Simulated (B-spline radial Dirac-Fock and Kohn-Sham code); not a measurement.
# Ir: eigenvalues, ΔSCF and the reference

System: the Ir atom, configuration [Xe] 4f14 5d7 6s1 6p1 (an excited configuration).

The density-functional columns are spherical, spin-unpolarised Dirac-Kohn-Sham results without Breit or QED terms: −ε is minus the orbital energy of the initial state and ΔSCF the difference of two total energies. The reference in the last column comes from Dirac-Fock ΔSCF + Breit + QED. All numbers are from a radial atomic solver, in eV; a selection of levels is shown. For the 1s level of heavy atoms much of the gap between ΔSCF and the reference is the Breit and QED part, -399.0 eV here; for other levels the error of the functional can be larger.

```csv
level,LDA −ε,LDA ΔSCF,Dirac-Fock
K,75922.9,76507.3,76119.8
L1,13275.5,13381.6,13438.6
L2,12724.9,12862.6,12837.4
L3,11099.2,11215.5,11228.2
M1,3105.8,3135.5,3192.3
M2,2857.6,2889.8,2925.6
M3,2501.8,2530.5,2569.2
M5,2007.4,2041.2,2054.0
N1,663.3,676.1,709.8
N2,558.4,571.2,597.0
N3,474.0,486.1,512.4
N5,285.7,297.4,311.6
N6,65.96,76.89,74.49
N7,62.84,73.66,71.50
O2,66.76,73.20,75.01
O3,53.02,59.10,61.51
"O4,5",9.11,13.99,12.33
P1,7.87,11.33,9.68
"P2,3",2.34,4.83,4.00
```

Values without a named source are computed, but for edge energies of neutral atoms, which are taken from tables.
